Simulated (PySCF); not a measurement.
Ta(S)(OH)(NH2)2 (H₅N₂OSTa), SMILES [NH2][Ta]([NH2])(=[S])[OH], multiplicity 1. Atoms are numbered in the order given.

```xyz
10

Ta    -0.1397    -0.0123     0.0000
S      2.0328    -0.0615     0.0000
O     -0.9865    -1.7176     0.0000
H     -0.7153    -2.6392     0.0000
N     -0.7218     0.9475    -1.6258
H     -1.6942     1.0851    -1.8922
H     -0.1119     1.4136    -2.2913
N     -0.7218     0.9475     1.6258
H     -0.1119     1.4136     2.2913
H     -1.6942     1.0851     1.8922
```

Coordinates come from a PBE0-D3(BJ)/def2-SVP optimisation. The spin state was assumed, not searched. The structure was generated by enumeration; whether it is a known compound was not checked. The def2 effective core potentials stand for the cores of Ta; spin–orbit coupling is left out. Other conformers were not sampled.

Calculation: CAM-B3LYP/def2-TZVP (PySCF).

ESP charges are fitted to the potential on shells at 1.4 to 2.0 van der Waals radii. Atomic charges (e):

| atom | Löwdin | ESP fit |
|---|---|---|
| Ta1 | 0.36 | 1.16 |
| S2 | -0.03 | -0.44 |
| O3 | -0.31 | -0.61 |
| H4 | 0.17 | 0.38 |
| N5 | -0.40 | -1.04 |
| H6 | 0.15 | 0.43 |
| H7 | 0.16 | 0.37 |
| N8 | -0.40 | -1.04 |
| H9 | 0.16 | 0.37 |
| H10 | 0.15 | 0.43 |
